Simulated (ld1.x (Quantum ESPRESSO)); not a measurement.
# Varying the ultrasoft potential for Ga (Z = 31)

Base potential:

gallium (Ga), ultrasoft, made with ld1.x (Quantum ESPRESSO) 7.5 (PBEsol, scalar-relativistic). Core [Ar], reference 3d10 4s1.5 4p1.5. Waves: 4s (bound): rcut 1.65, rcutus 1.90 bohr; 4s channel at 0.7 Ry: rcut 1.65, rcutus 1.90 bohr; 4p (bound): rcut 2.60, rcutus 3.00 bohr; 4p channel at 1 Ry: rcut 2.60, rcutus 3.00 bohr; 3d (bound): rcut 0.80, rcutus 0.95 bohr; 3d channel at -0.6 Ry: rcut 0.80, rcutus 0.95 bohr. Local part: all-electron potential smoothed inside 1.50 bohr (lloc = -1). Core correction: none. Augmentation charge: PSQ, inside the norm-conserving radii.

All-electron outer shells of the reference configuration (PBEsol, scalar-relativistic, ld1.x):

| shell | level (eV) | outermost node (bohr) | outermost maximum (bohr) |
| --- | --- | --- | --- |
| 3s | -148.78 | 0.27 | 0.56 |
| 3p | -99.68 | 0.24 | 0.56 |
| 3d | -20.13 | – | 0.53 |
| 4s | -9.53 | 0.81 | 1.87 |
| 4p | -2.98 | 0.87 | 2.50 |

Cutoffs, loose and tight: the cutoffs (Ry, on a coarse ladder) from which the occupation-weighted sum of valence levels, in a spherical-Bessel basis at the reference potential, stays within 10 and 1 mRy of its value at 400 Ry. They do not see the model core or the augmentation charge, which bear on the density cutoff. Test errors are all-electron minus pseudo excitation energies from the reference, over the configurations 3d10 4s2 4p1; 3d10 4s2 4p0; 3d10 4s1 4p0; 3d10 4s2 4p0.5; 3d10 4s2 4p1.3; 3d10 4s1 4p2; 3d10 4s1 4p1. A dash means not determined; rows that change the core or the reference have their own tests.

A true bound ghost makes a file unfit for plane-wave use even where its test errors are small: the radial tests pick states by their node count and pass the ghost by.

Cutoffs are not given where the Bessel-basis levels miss the radial ones by over 6 mRy, ghosts where they miss by over 20 mRy; a channel whose overlap is not positive is not tested.

A file whose overlap is not positive is unfit for use, and its test errors describe a broken file.

| change | outcome | cutoff, loose | cutoff, tight | bound ghosts | largest test error (meV) |
| --- | --- | --- | --- | --- | --- |
| base | generated, overlap not positive | – | – | not determined (overlap not positive) | -17 |
| local potential all-electron potential smoothed inside 1.66 bohr (lloc = -1) | generated, overlap not positive | – | – | not determined (overlap not positive) | -18 |
| local potential all-electron potential smoothed inside 2.12 bohr (lloc = -1) | generated, overlap not positive | – | – | not determined (overlap not positive) | -19 |
| local potential all-electron potential smoothed inside 2.54 bohr (lloc = -1) | generated, overlap not positive | – | – | not determined (overlap not positive) | -19 |
| local potential all-electron potential smoothed inside 3.04 bohr (lloc = -1) | generated | 180 Ry | 300 Ry | none | -20 |
| local potential all-electron potential smoothed inside 3.38 bohr (lloc = -1) | generated | 180 Ry | 300 Ry | none | -20 |

(1) What comes out with this change to the base: local potential all-electron potential smoothed inside 1.18 bohr (lloc = -1)?

Results:

(1) outcome: generated, overlap not positive; bound ghosts: s (p not tested, overlap not positive); largest test error (meV): -17. A file whose overlap is not positive is unfit for use, and its test errors describe a broken file.

Reading the sweep of the rcloc (base included, trends over the rows without a ghost): Bound ghosts are found at 1.18 bohr.
